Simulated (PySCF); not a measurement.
Q: Give a PBE0-D3(BJ)/def2-SVP geometry of InChI=1S/FGeH5SSi/c1-2-3-4/h2H2,4H3.

A: 
```xyz
9
FGeH5SSi angstrom
F      1.621    1.453   -0.544
Ge     1.791   -0.075    0.282
S      0.062   -0.261    1.646
Si    -1.463    0.333    0.236
H      1.771   -1.134   -0.829
H      3.074   -0.023    1.119
H     -1.558    1.814    0.121
H     -2.741   -0.216    0.770
H     -1.166   -0.262   -1.101
```

Any rigid rotation of these coordinates is as good. Atoms count from 1 in this order. S3 (sulfur bonded to Ge and Si) is bent (angle 97.3°). Ge2 (germanium bonded to F, S and 2 H) is distorted tetrahedral (angles from 105.1° to 115.5°). Si4 (SiH3 silicon) is distorted tetrahedral (angles from 105.7° to 111.7°).

Bonds between heavy atoms (Å): F1–Ge2 1.746, Ge2–S3 2.210, S3–Si4 2.161.

The calculation used PBE0-D3(BJ)/def2-SVP geometry optimisation, gas phase in PySCF 2.14.0.

Point group: C1 (no symmetry element, even within 0.4 Å). No frequency check. The numbers are those of one conformer (F1–Ge2–S3–Si4 46°).
